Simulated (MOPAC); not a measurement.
Input file for MOPAC: PM6 on FGeHO (SMILES [OH][Ge][F]), a point of a torsion scan.

```
PM6 1SCF PRECISE CHARGE=0 THREADS=1
FGeHO

O     -0.85789434 1     0.28236592 1     0.21955491 1
Ge     0.75714630 1     0.70861454 1    -0.32512960 1
F      0.88957165 1     2.12134649 1     0.80648506 1
H     -1.44044562 1    -0.42044549 1    -0.05273488 1
```

Program output:

```
*******************************************************************************
 **                                                                           **
 **                              MOPAC v23.2.5                                **
 **                                                                           **
 *******************************************************************************
 ** MOPAC's Digital Object Identifier: https://doi.org/10.5281/zenodo.6511958 **
 **                                                                           **
 ** Please cite the open-source release paper for use of this MOPAC version:  **
 ** J. E. Moussa and J. J. P. Stewart (2026)                                  **
 ** MOPAC: An open-source semiempirical molecular orbital program             **
 ** J. Open Source Softw., 11(119), 8025, https://doi.org/10.21105/joss.08025 **
 *******************************************************************************

                              PM6 CALCULATION RESULTS

 *******************************************************************************
 *  PM6        - The PM6 Hamiltonian to be used
 *
 *
 *
 *                 CHARGE ON SYSTEM = 0
 *
 *
 *
 *  PRECISE    - TIGHTER CRITERIA TO BE USED
 *  1SCF       - DO 1 SCF AND THEN STOP
 *  THREADS=1  - MULTI-THREADING NOT USED
 *  T=         - A TIME OF 172800.0 SECONDS REQUESTED
 *  DUMP=N     - RESTART FILE WRITTEN EVERY 7200.0 SECONDS REQUESTED
 *******************************************************************************
PM6 1SCF PRECISE CHARGE=0 THREADS=1
 FGeHO

   ATOM   CHEMICAL          X               Y               Z
  NUMBER   SYMBOL      (ANGSTROMS)     (ANGSTROMS)     (ANGSTROMS)

     1       O         -0.85789434  *   0.28236592  *   0.21955491  *
     2      Ge          0.75714630  *   0.70861454  *  -0.32512960  *
     3       F          0.88957165  *   2.12134649  *   0.80648506  *
     4       H         -1.44044562  *  -0.42044549  *  -0.05273488  *



          CARTESIAN COORDINATES

    NO.       ATOM           X           Y           Z

     1         O         -0.8579      0.2824      0.2196
     2        Ge          0.7571      0.7086     -0.3251
     3         F          0.8896      2.1213      0.8065
     4         H         -1.4404     -0.4204     -0.0527

 General Reference for PM6:
 "Optimization of Parameters for Semiempirical Methods V: Modification of NDDO Approximations
 and Application to 70 Elements", J. J. P. Stewart, J. Mol. Mod., 13, 1173-1213 (2007)
 URL: https://link.springer.com/article/10.1007/s00894-007-0233-4

           Empirical Formula: H O Ge F  =     4 atoms



      MOLECULAR POINT GROUP   :   Cs


      RHF CALCULATION, NO. OF DOUBLY OCCUPIED LEVELS = 9


 -------------------------------------------------------------------------------
 PM6 1SCF PRECISE CHARGE=0 THREADS=1
 FGeHO



     1SCF WAS SPECIFIED, SO BFGS WAS NOT USED
     SCF FIELD WAS ACHIEVED


                              PM6 CALCULATION
                                                       MOPAC v23.2.5 Linux




          FINAL HEAT OF FORMATION =       -115.44806 KCAL/MOL =    -483.03469 KJ/MOL


          COSMO AREA              =         92.90 SQUARE ANGSTROMS
          COSMO VOLUME            =         79.04 CUBIC ANGSTROMS

          IONIZATION POTENTIAL    =          9.581087 EV
          HOMO LUMO ENERGIES (EV) =         -9.581 -0.546
          NO. OF FILLED LEVELS    =          9
          MOLECULAR WEIGHT        =        108.5957         POINT GROUP:  Cs

          MOLECULAR DIMENSIONS (Angstroms)

            Atom       Atom       Distance
            H     4    F     3     3.55358
           Ge     2    O     1     1.25242
            O     1    F     3     0.00000


          SCF CALCULATIONS        =          1





   ATOM   CHEMICAL          X               Y               Z
  NUMBER   SYMBOL      (ANGSTROMS)     (ANGSTROMS)     (ANGSTROMS)

     1       O         -0.85789434  *   0.28236592  *   0.21955491  *
     2      Ge          0.75714630  *   0.70861454  *  -0.32512960  *
     3       F          0.88957165  *   2.12134649  *   0.80648506  *
     4       H         -1.44044562  *  -0.42044549  *  -0.05273488  *

                             CARTESIAN COORDINATES

   1    O       -0.857894340     0.282365920     0.219554910
   2   Ge        0.757146300     0.708614540    -0.325129600
   3    F        0.889571650     2.121346490     0.806485060
   4    H       -1.440445620    -0.420445490    -0.052734880


           Empirical Formula: H O Ge F  =     4 atoms



      MOLECULAR POINT GROUP   :   Cs


                  EIGENVALUES
 -36.82000 -28.03350 -18.85797 -14.44620 -13.50259 -13.45502 -13.12675 -12.35617
  -9.58109  -0.54569   1.26166   1.62909   5.69210


              NET ATOMIC CHARGES AND DIPOLE CONTRIBUTIONS

  ATOM NO.   TYPE          CHARGE      No. of ELECS.   s-Pop       p-Pop
    1          O          -0.763277        6.7633     1.70370     5.05957
    2         Ge           0.978215        3.0218     1.84480     1.17698
    3          F          -0.548972        7.5490     1.96759     5.58138
    4          H           0.334034        0.6660     0.66597
 DIPOLE           X         Y         Z       TOTAL
 POINT-CHG.     2.046    -3.974    -4.544     6.374
 HYBRID        -1.587     0.445     1.273     2.082
 SUM            0.459    -3.529    -3.271     4.833


          ATOMIC ORBITAL ELECTRON POPULATIONS

     Atom    s        px        py        pz
    1  O   1.70370   1.57693   1.64533   1.83731
    2 Ge   1.84480   0.46036   0.34016   0.37646
    3  F   1.96759   1.96920   1.77011   1.84207
    4  H   0.66597

 **********************
 *                    *
 * JOB ENDED NORMALLY *
 *                    *
 **********************




 == MOPAC DONE ==
```

The run finished.

Cost: about 0.020 core-seconds (a rough figure).
